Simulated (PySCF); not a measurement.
**How methods differ on the excitation energy of Cr²⁺**

Cr²⁺ [Ar] 3d4 (5D) → Cr²⁺ [Ar] 3d3 4p1 (high-spin determinant), as a difference of total energies. Computed with PySCF 2.14 in aug-cc-pVTZ-DK (8s7p5d3f2g, 93 functions), with scalar relativity by spin-free X2C-1e. Correlated levels: valence: [Ar] frozen. The calculations carry no spin-orbit coupling.

| method | excitation energy (eV) |
| --- | --- |
| UHF | 11.042 |
| MP2 (valence) | 11.493 |
| SCS-MP2 (valence) | 11.192 |
| CCSD (valence) | 11.478 |
| CCSD(T) (valence) | 11.470 |

Problem. How much does correlation contribute at CCSD(T) (valence)?

Solution. 11.470 − (11.042) = 0.428 eV, measured against UHF.

The determinant of the upper state mixes LS terms, which raises its energy above the lowest term, most at the Hartree-Fock and MP2 levels.
